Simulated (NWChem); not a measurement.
System: C2F3, doublet; SMILES F[C]=C(F)F

Input file for NWChem:

```
start job
memory heap 200 mb stack 900 mb global 1100 mb
geometry units angstroms noautosym nocenter noautoz
  F      0.022183     1.948769     0.000000
  C     -0.574243     0.799035     0.000000
  C     -0.065957    -0.419906     0.000000
  F      1.218609    -0.698879     0.000000
  F     -0.805590    -1.499480     0.000000
end
basis spherical
  F library 6-31g*
  C library 6-31g*
end
dft
  odft
  mult 2
  xc xpbe96 cpbe96
  iterations 150
end
cosmo
  do_cosmo_smd true
  solvent benzene
end
task dft energy
```

In the optimisation the excess spin sits in a' (Cs, its own frame). Coordinates come from a PBE0/def2-SVP, spin-unrestricted optimisation. No stability test was run on the SCF state. Solvent: benzene.

Level: PBE/6-31G* with SMD (1 M gas to 1 M solution), gas-phase geometry. Reactions with the solvent are ignored.

**Question.** Predict the main results of this run. (PBE/6-31G* (spherical d), spin-unrestricted, SMD on the gas-phase geometry.) Quantities: solvation free energy (kcal/mol); cavity-dispersion-structure term (kcal/mol); dipole in solution (D).

**Answer.** 
```
Quantity                                     Value
-------------------------------------------  -----
solvation free energy (kcal/mol)               1.6
cavity-dispersion-structure term (kcal/mol)    1.9
dipole in solution (D)                        0.24
```
